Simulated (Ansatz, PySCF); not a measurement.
C₂H₆O₃Sn, SMILES C=[CH][Sn]([OH])([OH])[OH] (connectivity only; charge and spin as stated), charge +1, multiplicity 2. Atoms are numbered in the order given.

```xyz
12

O      0.9096    -0.9265     1.4919
Sn     0.1849    -0.1557    -0.1678
O      0.7280     1.7130    -0.3984
O      0.2055    -1.4735    -1.6067
C     -1.9030     0.3251     0.5120
C     -2.1895     1.6312     0.5438
H      0.9272    -1.9007     1.5245
H      1.6860     1.8758    -0.3594
H      0.2092    -1.1075    -2.5079
H     -2.5525    -0.5444     0.6871
H     -1.4319     2.4153     0.6953
H     -3.2197     1.9699     0.3291
```
Charge +1, spin multiplicity 2.

Geometry: r2SCAN-D4/def2-SVP. The def2 effective core potentials stand for the cores of Sn; spin–orbit coupling is left out. The values are those of a single conformer.

Two levels are set side by side: PBE-D3(BJ)/def2-SVP (Ansatz, a first-principles code) and r2SCAN-D4/def2-SVP (Ansatz). Each level has its own optimised geometry; the coordinates shown are those of the second. Frequencies come from the Hessian of PySCF at each geometry. Differences are taken from unrounded values.

| quantity | r2SCAN-D4 | PBE-D3(BJ) | PBE-D3(BJ) minus r2SCAN-D4 |
|---|---|---|---|
| mean bond length (Å) | 1.426 | 1.438 | 0.012 |
| bond O1–Sn2 (Å) | 1.968 | 2.001 | 0.033 |
| bond Sn2–O3 (Å) | 1.960 | 1.992 | 0.032 |
| bond Sn2–O4 (Å) | 1.951 | 1.981 | 0.030 |
| bond Sn2–C5 (Å) | 2.248 | 2.231 | -0.017 |
| bond C5–C6 (Å) | 1.338 | 1.338 | 0.000 |
| bond O1–H7 (Å) | 0.975 | 0.985 | 0.010 |
| bond O3–H8 (Å) | 0.973 | 0.983 | 0.010 |
| bond O4–H9 (Å) | 0.973 | 0.983 | 0.010 |
| bond C5–H10 (Å) | 1.099 | 1.106 | 0.006 |
| bond C6–H11 (Å) | 1.101 | 1.107 | 0.006 |
| bond C6–H12 (Å) | 1.106 | 1.113 | 0.007 |
| highest harmonic wavenumber (cm⁻¹) | 3785 | 3655 | -131 |
| mean harmonic wavenumber (cm⁻¹) | 1137 | 1103 | -34 |
| zero-point energy (kcal/mol) | 48.74 | 47.30 | -1.44 |
